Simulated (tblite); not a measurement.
C5H10N2.
Numbering: `[CH3:1]/[CH:2]=[N:3]\[N:4]=[C:5]([CH3:6])[CH3:7]` (hydrogens: H8, H9, H10 on C1; H11 on C2; H12, H13, H14 on C6; H15, H16, H17 on C7)

Computed with GFN2-xTB (tblite), gas phase: L-BFGS steps from a force-field or distance-geometry start until the largest atomic force falls under 0.01 eV/Å.

Step 0: E = -587.0773 eV
```
atom  x, y, z in Å  |  force x, y, z in eV/Å
C1      2.6729   -0.0891    0.3867    2.132   0.498   0.450
C2      1.9674    1.0562   -0.2644   -2.327  -2.051   0.368
N3      0.6959    0.9033   -0.4441    0.567   0.213  -0.097
N4      0.1641   -0.3248   -0.0115   -1.378  -0.143   0.505
C5     -1.1185   -0.3279    0.2728    2.385   1.339  -1.787
C6     -1.8007    0.9893    0.0502   -0.914   0.293   1.142
C7     -1.8352   -1.5259    0.7377   -0.182  -0.804   1.378
H8      2.6854    0.0415    1.4965   -0.246  -0.278  -0.773
H9      2.2867   -1.0814    0.1022   -0.137   0.760   0.237
H10     3.7345   -0.0235    0.0739   -0.282  -0.229   0.208
H11     2.4556    1.9646   -0.5641   -0.096  -0.022  -0.054
H12    -2.8950    0.9065   -0.0252    0.345  -0.023   0.192
H13    -1.4214    1.5037   -0.8349    0.100  -0.229   0.226
H14    -1.5258    1.5981    0.9501   -0.443  -0.148  -0.763
H15    -1.1216   -2.2493    1.1932   -0.341   0.438  -0.428
H16    -2.3911   -2.0720   -0.0403    0.232   0.491   0.124
H17    -2.5602   -1.2573    1.5608    0.584  -0.105  -0.927
```

Step 1: E = -587.3196 eV
```
atom  x, y, z in Å  |  force x, y, z in eV/Å
C1      2.7033   -0.0820    0.3931    0.439  -0.044   0.107
C2      1.9342    1.0269   -0.2591    0.973  -0.354   0.318
N3      0.7040    0.9063   -0.4455   -1.427  -0.291  -0.289
N4      0.1444   -0.3269   -0.0043    1.375  -0.039  -0.267
C5     -1.0844   -0.3087    0.2472   -1.519   0.064  -0.149
C6     -1.8137    0.9935    0.0665   -0.134   0.213   0.103
C7     -1.8378   -1.5374    0.7573    0.439   0.388  -0.065
H8      2.6819    0.0375    1.4854   -0.114  -0.167  -0.303
H9      2.2847   -1.0706    0.1056    0.101   0.789   0.315
H10     3.7304   -0.0266    0.0769    0.504  -0.069  -0.044
H11     2.4542    1.9642   -0.5649   -0.614  -0.861   0.206
H12    -2.8901    0.9062   -0.0225   -0.078  -0.116   0.200
H13    -1.4200    1.5004   -0.8316   -0.119  -0.229   0.450
H14    -1.5322    1.5960    0.9392   -0.338   0.124  -0.238
H15    -1.1264   -2.2431    1.1871    0.008   0.049  -0.111
H16    -2.3878   -2.0650   -0.0385    0.253   0.462   0.180
H17    -2.5518   -1.2588    1.5475    0.249   0.081  -0.411
```

Step 2: E = -587.4013 eV
```
atom  x, y, z in Å  |  force x, y, z in eV/Å
C1      2.7161   -0.0809    0.3960    0.028  -0.048  -0.054
C2      1.9388    1.0154   -0.2538   -0.261  -0.096  -0.058
N3      0.6877    0.9033   -0.4495    0.243  -0.330   0.026
N4      0.1573   -0.3278   -0.0060   -0.300   0.071  -0.072
C5     -1.0957   -0.3034    0.2393   -0.098  -0.274  -0.129
C6     -1.8185    0.9972    0.0717   -0.050   0.012  -0.158
C7     -1.8329   -1.5352    0.7612    0.359   0.496  -0.387
H8      2.6796    0.0344    1.4790   -0.045  -0.122  -0.011
H9      2.2856   -1.0579    0.1104    0.098   0.551   0.259
H10     3.7359   -0.0283    0.0770    0.676  -0.032  -0.082
H11     2.4461    1.9532   -0.5625   -0.522  -0.756   0.184
H12    -2.8899    0.9047   -0.0193   -0.226  -0.108   0.187
H13    -1.4212    1.4967   -0.8252   -0.115  -0.133   0.347
H14    -1.5380    1.5971    0.9336   -0.254   0.269   0.022
H15    -1.1275   -2.2410    1.1842    0.162  -0.031  -0.035
H16    -2.3838   -2.0575   -0.0358    0.219   0.390   0.135
H17    -2.5467   -1.2581    1.5392    0.086   0.140  -0.175
```

Q: Estimate the geometry and energy of step 3. (The exact step hangs on the optimiser's Hessian estimate; all steps are aligned on step 2, rigid shifts and turns removed.)

A: E = -587.4636 eV, largest force 0.664 eV/Å
```
atom  x, y, z in Å  |  force x, y, z in eV/Å
C1      2.7262   -0.0806    0.3971    0.099   0.189  -0.138
C2      1.9340    1.0049   -0.2515   -0.228  -0.126  -0.058
N3      0.6836    0.8957   -0.4514    0.362  -0.288   0.047
N4      0.1576   -0.3272   -0.0078   -0.660  -0.056  -0.050
C5     -1.1014   -0.3041    0.2305    0.309  -0.076  -0.047
C6     -1.8232    0.9999    0.0729   -0.099  -0.211  -0.054
C7     -1.8235   -1.5255    0.7576    0.226   0.242  -0.267
H8      2.6772    0.0301    1.4743    0.028  -0.064   0.182
H9      2.2877   -1.0397    0.1182    0.010   0.095   0.121
H10     3.7513   -0.0301    0.0758    0.440  -0.009  -0.016
H11     2.4316    1.9328   -0.5577   -0.334  -0.409   0.065
H12    -2.8937    0.9017   -0.0137   -0.253  -0.090   0.153
H13    -1.4239    1.4919   -0.8147   -0.054   0.030   0.072
H14    -1.5465    1.6025    0.9300   -0.205   0.276   0.130
H15    -1.1254   -2.2399    1.1815    0.182   0.029  -0.054
H16    -2.3772   -2.0453   -0.0316    0.135   0.273  -0.022
H17    -2.5415   -1.2552    1.5302    0.042   0.195  -0.065
```

The energy changes by -0.0623 eV. The first-order estimate −F·Δx gives -0.0828 eV and the mean of the old and new forces, exact on a quadratic surface, -0.0622 eV. The step makes an angle of 30° with the force vector and moves no atom by more than 0.025 Å.

What follows is the cost of the whole relaxation. Hardware: one thread, Arm Neoverse V1 (aarch64), shared host. Cost: 0.56 s of wall time.
